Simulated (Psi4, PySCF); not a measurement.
Here is a job for PySCF.
```python
from pyscf import gto, scf, dft

mol = gto.M(
    atom='''
Br    0.70040000    0.00000000    0.00000000
H    -0.70040000    0.00000000    0.00000000
''',
    basis='6-31g*',
    charge=-1,
    spin=1,
    verbose=4,
)

mf = dft.UKS(mol)
mf.xc = 'wb97x_v'
mf.grids.atom_grid = (99, 590)
mf.grids.prune = None
mf.kernel()
```

**Question.** Convert this to an input for Psi4.

**Answer.** One answer among several that fit: 
```
memory 2 GB

molecule mol {
-1 2
  Br    0.700400    0.000000    0.000000
  H    -0.700400    0.000000    0.000000
}

set basis 6-31g*
set reference uks
set scf_type pk
set puream true
set d_convergence 1e-8
set dft_radial_points 99
set dft_spherical_points 590

energy('wb97x-v')
print_variables()
```

Both were run: PySCF gave -2574.096463 Eh and Psi4 -2574.096460 Eh, 0.003 mEh apart.
